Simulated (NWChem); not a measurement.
Program: NWChem. System: bromotrifluoromethane (CBrF3), charge 0, spin multiplicity 1, at a geometry optimised with PBE0/def2-SVP.

The NWChem input:

```
start mol
memory heap 100 mb stack 700 mb global 1900 mb
geometry units angstroms nocenter noautoz
  F      1.295733    -0.553263     1.072485
  C      0.814013     0.041935     0.000000
  F      1.295733    -0.553263    -1.072485
  F      1.200132     1.301877     0.000000
  Br    -1.114528    -0.057422     0.000000
  symmetry group Cs
end
basis spherical
  * library def2-svp
end
scf
  rhf
  nopen 0
  maxiter 100
  thresh 1e-7
  semidirect memsize 60000000 filesize 0
end
tce
  freeze core 13
  cr-ccsd(t)
  2eorb
  2emet 13
  thresh 1e-6
  maxiter 100
  tilesize 24
end
task tce energy
```

The output up to the point where the run's verdict is printed (cleaned and shortened):

```
             Northwest Computational Chemistry Package (NWChem) 7.3.0
             --------------------------------------------------------

                                NWChem Input Module
                                -------------------

 Scaling coordinates for geometry "geometry" by  1.889725989
 (inverse scale =  0.529177249)

 Turning off AUTOSYM since
 SYMMETRY directive was detected!

                             Geometry "geometry" -> ""
                             -------------------------

 Output coordinates in angstroms (scale by  1.889725989 to convert to a.u.)

  No.       Tag          Charge          X              Y              Z
 ---- ---------------- ---------- -------------- -------------- --------------
    1 F                    9.0000     1.29573300    -0.55326300     1.07248500
    2 C                    6.0000     0.81401300     0.04193500     0.00000000
    3 F                    9.0000     1.29573300    -0.55326300    -1.07248500
    4 F                    9.0000     1.20013200     1.30187700     0.00000000
    5 Br                  35.0000    -1.11452800    -0.05742200     0.00000000

 Effective nuclear repulsion energy (a.u.)     368.8456795699

            Nuclear Dipole moment (a.u.)
            ----------------------------
        X                 Y               Z
 ---------------- ---------------- ----------------
    -0.0000377945    -0.0000018897     0.0000000000

      Symmetry information
      --------------------

 Group name             Cs
 Group number              2
 Group order               2
 No. of unique centers     4

      Symmetry unique atoms

     1    2    4    5


 Summary of "ao basis" -> "" (spherical)
 ------------------------------------------------------------------------------
       Tag                 Description            Shells   Functions and Types
 ---------------- ------------------------------  ------  ---------------------
 *                          def2-svp                  on all atoms

 Summary of "ao basis" -> "ao basis" (spherical)
 ------------------------------------------------------------------------------
[...]
         Wavefunction type : Restricted Hartree-Fock
          No. of electrons :    68
           Alpha electrons :    34
            Beta electrons :    34
           No. of orbitals :   176
            Alpha orbitals :    88
             Beta orbitals :    88
        Alpha frozen cores :    13
         Beta frozen cores :    13
     Alpha frozen virtuals :     0
      Beta frozen virtuals :     0
         Spin multiplicity : singlet
    Number of AO functions :    88
       Number of AO shells :    36
        Use of symmetry is : on
      Symmetry adaption is : on
         Schwarz screening : 0.10D-09

          Correlation Information
          -----------------------
          Calculation type : Coupled-cluster singles & doubles w/ perturbation
   Perturbative correction : Completely renormalized (T)
            Max iterations :      100
        Residual threshold : 0.10D-05
     T(0) DIIS level shift : 0.00D+00
     L(0) DIIS level shift : 0.00D+00
     T(1) DIIS level shift : 0.00D+00
     L(1) DIIS level shift : 0.00D+00
     T(R) DIIS level shift : 0.00D+00
     T(I) DIIS level shift : 0.00D+00
   CC-T/L Amplitude update :  5-th order DIIS
                I/O scheme : Global Array Library
        L-threshold :  0.10D-05
        EOM-threshold :  0.10D-05
 no EOMCCSD initial starts read in
 TCE RESTART OPTIONS
 SLICE:      F
 D4D5:       F
 quantumc:   F
 qrotation:  F
 pwtce:      F
 qducc:      F
 nacto:                         0
 nrotv:                         0
 nrot:                          0

            Memory Information
            ------------------
          Available GA space size is     249029056 doubles
          Available MA space size is     104852780 doubles

 Maximum block size supplied by input
 Maximum block size        24 doubles

 tile_dim =     21

 -------------------------------------------------
   1    alpha     a'    13 doubles       0       1
   2    alpha     a"     8 doubles      13       2
   3    beta      a'    13 doubles      21       1
   4    beta      a"     8 doubles      34       2
   5    alpha     a'    16 doubles      42       5
   6    alpha     a'    17 doubles      58       6
   7    alpha     a"    21 doubles      75       7
   8    beta      a'    16 doubles      96       5
   9    beta      a'    17 doubles     112       6
  10    beta      a"    21 doubles     129       7

 Global array virtual files algorithm will be used

 Parallel file system coherency ......... OK

 4-electron integrals stored in orbital form

 v2    file size   =          3535189
 4-index algorithm nr.  13 is used
 imaxsize =       30
 imaxsize ichop =        0


CCSD iterations
 ---------------------------------------------------------
 Iter          Residuum       Correlation     Cpu    Wall
 ---------------------------------------------------------
    1   0.2140531327360  -0.9101786578680     2.0     2.0
    2   0.0503378046263  -0.9064047667910     2.0     2.0
    3   0.0160474789063  -0.9178046535892     2.0     2.0
    4   0.0063370985196  -0.9187900983225     2.0     2.0
    5   0.0023194036397  -0.9197252751317     1.9     1.9
    6   0.0005794510153  -0.9199955801956     1.9     1.9
    7   0.0002570213461  -0.9200219401594     1.9     1.9
    8   0.0000936247871  -0.9200260590114     1.9     1.9
    9   0.0000578764354  -0.9200266138655     1.9     1.9
   10   0.0000234886955  -0.9200291427692     1.4     1.4
   11   0.0000067495247  -0.9200304531833     1.3     1.3
   12   0.0000030886183  -0.9200304307019     1.3     1.3
   13   0.0000013697883  -0.9200305545886     1.3     1.3
   14   0.0000008440453  -0.9200305380819     1.8     1.8
 -----------------------------------------------------------------
 Iterations converged
 CCSD correlation energy / hartree =        -0.920030538081905
 CCSD total energy / hartree       =     -2908.925390684687500

 Singles contributions

 Doubles contributions
 CR-CCSD(T)
```

The program stopped with an error. NWChem stopped with the message: ccsd_t 3.
